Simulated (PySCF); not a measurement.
Compound: TiBrMe3, C₃H₉BrTi (singlet state).
Bonds: Ti1–Br2, Ti1–C3, Ti1–C7, Ti1–C11. Hydrogens: H4, H5, H6 on C3; H8, H9, H10 on C7; H12, H13, H14 on C11.

A GFN2-xTB structure was refined with PBE0-D3(BJ)/def2-SVP geometry optimisation, gas phase in PySCF 2.14.0. Its GFN2-xTB values:

```
coordinate  GFN2-xTB
   Ti1–Br2   2.397 Å
    Ti1–C3   1.963 Å
     C3–H4   1.207 Å
Br2–Ti1–C3    113.9°
Br2–Ti1–C7    107.1°
 C3–Ti1–C7    106.1°
```

Problem. How do these coordinates change at the PBE0-D3(BJ)/def2-SVP level?

Solution. 
| coordinate | PBE0-D3(BJ)/def2-SVP (Å or °) | change |
| --- | --- | --- |
| C3–H4 | 1.103 | -0.104 |
| Ti1–C3 | 2.038 | +0.075 |
| Ti1–Br2 | 2.364 | -0.033 |
| Br2–Ti1–C7 | 112.2 | +5.1 |
| Br2–Ti1–C3 | 112.5 | -1.4 |
| C3–Ti1–C7 | 106.4 | +0.3 |

The energy falls by 0.622 eV over 8 energy and gradient evaluations, the largest force component goes from 0.0657 to 2.7e-04 Eh/bohr, and the atoms move by 0.138 Å rms after alignment. The bond that changes most is C3–H4 (ends: carbon bonded to Ti and 3 H; hydrogen on carbon), which shortens by 0.104 Å. Bonds longer at the end by more than 0.005 Å: 5 of 13; shorter: 6. Rotational constants go from 2700, 1172, 1162 to 2841, 1168, 1167 MHz.

The run used 150 basis functions and 63 SCF cycles in all.

PBE0-D3(BJ)/def2-SVP frequencies: not computed here.
